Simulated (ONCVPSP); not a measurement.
**Reading a pseudo-wave (Xe (Z = 54))**

Columns: radius, all-electron u(r) and pseudo u(r) of the 4s shell (level -197.47 eV) of xenon in the configuration [Ar] 3d10 4s2 4p6 4d10 5s2 5p6; revPBE, scalar-relativistic, ONCV scheme, ONCVPSP 4.0.1.

| r (bohr) | all-electron | pseudo |
| --- | --- | --- |
| 0.072 | 0.5228 | 0.2054 |
| 0.145 | -0.1761 | 0.4099 |
| 0.217 | -0.7793 | 0.6025 |
| 0.290 | -0.5891 | 0.7816 |
| 0.362 | -0.0015 | 0.9346 |
| 0.435 | 0.6132 | 1.0586 |
| 0.507 | 1.0605 | 1.1459 |
| 0.580 | 1.3143 | 1.1964 |
| 0.652 | 1.3962 | 1.2086 |
| 0.725 | 1.3589 | 1.1836 |
| 0.798 | 1.2484 | 1.1228 |
| 0.870 | 1.1037 | 1.0315 |
| 0.942 | 0.9484 | 0.9163 |
| 1.015 | 0.7957 | 0.7860 |
| 1.088 | 0.6564 | 0.6548 |
| 1.160 | 0.5360 | 0.5357 |
| 1.232 | 0.4331 | 0.4330 |
| 1.305 | 0.3461 | 0.3460 |
| 1.378 | 0.2746 | 0.2745 |
| 1.450 | 0.2175 | 0.2174 |
| 1.522 | 0.1714 | 0.1713 |
| 1.595 | 0.1341 | 0.1341 |
| 1.668 | 0.1046 | 0.1045 |
| 1.740 | 0.0816 | 0.0815 |
| 1.812 | 0.0635 | 0.0635 |
| 1.885 | 0.0491 | 0.0491 |

Q: How many radial nodes do the two functions have?

A: The all-electron 4s function has n − l − 1 = 3 (the table is too coarse to show those close to the nucleus); the pseudo-wave has 0, since the states of the same l below it are removed with the core.

Q: At about which radius was the pseudo-wave matched?

A: 1.20 bohr, where the columns begin to agree (steps of 0.07 bohr).

Q: Is the pseudo-wave norm-conserving?

A: Yes: the ONCV scheme keeps the norm inside the radius equal to the all-electron one, which fixes the energy derivative of the logarithmic derivative at the level.
